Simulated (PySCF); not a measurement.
PBE on Rh⁻ (rhodium, charge -1), [Kr] 4d8 5s2, high-spin 3F determinant. Computed with PySCF 2.14 in aug-cc-pV5Z-PP with ECP28MDF (8s8p7d5f4g3h2i, 197 functions), with scalar relativity through the core potential.

```
cycle= 1 E= -110.183035564022  delta_E= -0.0235  |g|= 0.11  |ddm|= 1.27
cycle= 2 E= -110.17680404255  delta_E= 0.00623  |g|= 0.183  |ddm|= 0.269
cycle= 3 E= -110.186083710429  delta_E= -0.00928  |g|= 0.0293  |ddm|= 0.18
cycle= 4 E= -110.186832652878  delta_E= -0.000749  |g|= 0.00556  |ddm|= 0.146
cycle= 5 E= -110.186847967216  delta_E= -1.53e-05  |g|= 0.000223  |ddm|= 0.00851
cycle= 6 E= -110.1868480697  delta_E= -1.02e-07  |g|= 1.93e-05  |ddm|= 0.0021
cycle= 7 E= -110.186848070405  delta_E= -7.05e-10  |g|= 2.62e-06  |ddm|= 0.000257
converged SCF energy = -110.186848070405  <S^2> = 2.0176648  2S+1 = 3.0117535
```

Highest occupied orbital energy: 0.994 eV; ⟨L²⟩ = 12.03; populations by l: s 4.00, p 6.00, d 8.00, f 0.00.

Can this result be used?

With care. The run converged. Energies and moments cover only the electrons outside the core potential. At PBE the highest occupied level has a positive energy, so only the finite basis holds that electron; in a semilocal or global hybrid functional this comes from self-interaction and does not mean that the real anion is unbound.
